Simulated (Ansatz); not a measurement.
`F[SiH2]SS` → `[SH]`• + `F[SiH2][S]`•  (homolysis of the S–S bond)

Isolated molecules relaxed with PBE0-D4/def2-TZVP in Ansatz; ΔE leaves out vibrations. CBS: MP2 limit from def2 TZ/QZ plus the TZ coupled-cluster correction, frozen cores. This one scheme is used for every species. No spin–orbit coupling; open shells (•) take unrestricted orbitals. Each species was taken in one conformer, which may not be the lowest.

```json
{"species": "`F[SiH2]SS`", "CCSD(T)/CBS(def2) energy (Eh)": "-1186.31147"}
{"species": "`[SH]`•", "CCSD(T)/CBS(def2) energy (Eh)": "-398.31908"}
{"species": "`F[SiH2][S]`•", "CCSD(T)/CBS(def2) energy (Eh)": "-787.88738"}
```

Problem. Work out ΔE.

Solution. ΔE = (-398.31908) + (-787.88738) − (-1186.31147) = 0.10501 Eh = +65.9 kcal/mol.

Largest T1 diagnostic among the species: 0.014.

From r2SCAN to r2SCAN0 (25 % exact exchange), in def2-TZVPP and without D4, ΔE moves by −2.2 kcal/mol: exact exchange takes away binding that semilocal exchange gives to molecules. Leaving LDA and LC-ωPBE aside and taking each functional with its dispersion term where it has one, the values, not all of them listed here, spread over 11.4 kcal/mol, from BHLYP-D4 to PBE-D4. LDA lies +16.3 kcal/mol from PBE without D4, its usual overbinding. At CCSD(T), def2-SVP lies −14.4 kcal/mol from the extrapolated value and def2-TZVPP −5.2 kcal/mol: correlation converges slowly with the basis, and small sets miss more of it in the bonded molecule than in its fragments.
